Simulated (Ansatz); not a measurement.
Gas-phase reaction in SMILES: NB(N)F + H+ -> NB([NH3+])F
Structures are relaxed separately at B3LYP-D3(BJ)/def2-TZVP in Ansatz (a first-principles code), one conformer each, not searched for the lowest. Frequencies are from Ansatz.

Property: proton affinity (enthalpy at 298 K, with B3LYP-D3(BJ) rigid-rotor harmonic-oscillator terms), positive where the reaction releases energy, in eV. Correlated levels leave the core frozen unless marked. Spin-orbit coupling is left out. No relativistic terms. CBS marks a two-point X^-3 extrapolation of the correlation energy; Hartree-Fock from the larger set.

| level | program | proton affinity (eV) |
|---|---|---|
| HF/cc-pwCVTZ | Ansatz | 8.87 |
| SVWN5/def2-TZVPD | Ansatz | 8.42 |
| PBE-D3(BJ)/def2-TZVPD | Ansatz + dftd3 | 8.71 |
| B97M-V/def2-TZVPD | Ansatz | 8.73 |

Question: What does CCSD(T)/CBS(cc-pVTZ,cc-pVQZ) (Ansatz) give?

Answer: 8.72 eV
